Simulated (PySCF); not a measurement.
SMILES C=C[CH2][InH2] (B3LYP/def2-SVP optimised geometry):

```
11

In     0.206    -0.587     0.000
C     -0.887     1.346     0.000
C     -0.630     1.783    -1.398
C     -1.373     1.490    -2.483
H     -0.480     2.038     0.749
H     -1.948     1.144     0.204
H      0.293     2.358    -1.555
H     -2.309     0.926    -2.405
H     -1.079     1.828    -3.480
H     -0.728    -2.038    -0.232
H      1.948    -0.587     0.000
```

Method: B3LYP/def2-TZVP, def2 effective core potentials past Kr run with PySCF 2.14.0.

Task: What are the frontier orbital energies and the dipole moment?

Result: HOMO-2 -8.61 eV, HOMO-1 -7.90 eV, HOMO -6.21 eV, LUMO -1.84 eV, LUMO+1 -0.42 eV; dipole moment 0.83 D.

On the same geometry PBE/def2-TZVP, def2 effective core potentials past Kr in PySCF gives HOMO-2 -7.63 eV, HOMO-1 -6.89 eV, HOMO -5.44 eV, LUMO -2.30 eV, LUMO+1 -1.03 eV; dipole moment 0.81 D.
